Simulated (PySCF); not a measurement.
Compound: C6H8FN.
Geometry (GFN2-xTB, Å), atoms numbered from 1 in this order:
```xyz
16
C6H8FN angstrom
N      2.707   -0.459   -2.087
C      1.908   -0.472   -1.271
C      0.891   -0.508   -0.251
C     -0.519   -0.763   -0.804
C     -1.407   -0.378    0.377
C     -0.724    0.854    0.989
C      0.735    0.826    0.507
F      0.956    1.885   -0.348
H      1.155   -1.289    0.472
H     -0.659   -1.794   -1.126
H     -0.699   -0.101   -1.652
H     -1.430   -1.194    1.102
H     -2.430   -0.167    0.070
H     -0.782    0.853    2.075
H     -1.179    1.774    0.624
H      1.470    0.942    1.311
```

The closed-shell ground state was solved at several levels (PySCF, density fitting, gas phase, non-relativistic).

```tsv
level	basis functions	total energy (Eh)	HOMO (eV)	LUMO (eV)	gap (eV)	dipole (D)
wB97X-D/def2-SVPD	227	-387.6396	-11.07	1.90	12.97	5.51
PBE0/pcSseg-1	176	-387.5520	-9.13	0.58	9.71	5.36
```

Q: Estimate the row for B3LYP/pcJ-1, a basis of 296 functions; the other rows only guide the guess.

A: Total energy -388.0476 Eh, HOMO -8.86 eV, LUMO 0.28 eV, gap 9.14 eV, dipole 5.35 D.

Q: Over all these levels, which gives the widest orbital gap and which the narrowest?

A: wB97X-D/def2-SVPD (range-separated hybrid) has the widest, 12.97 eV, and B3LYP/pcJ-1 (global hybrid, 20 % exact exchange) the narrowest, 9.14 eV. Functional and basis both differ between the two, so the spread mixes both effects.

Q: How far do the dipole and the HOMO energy spread over the levels?

A: The dipole runs from 5.35 to 5.51 D (mean 5.41 D) and the HOMO from -11.07 to -8.86 eV.

One conformer stands for the species.

The pairwise dispersion term of wB97X-D wasn't added to the energies; at a given geometry it leaves orbitals and properties as they are.
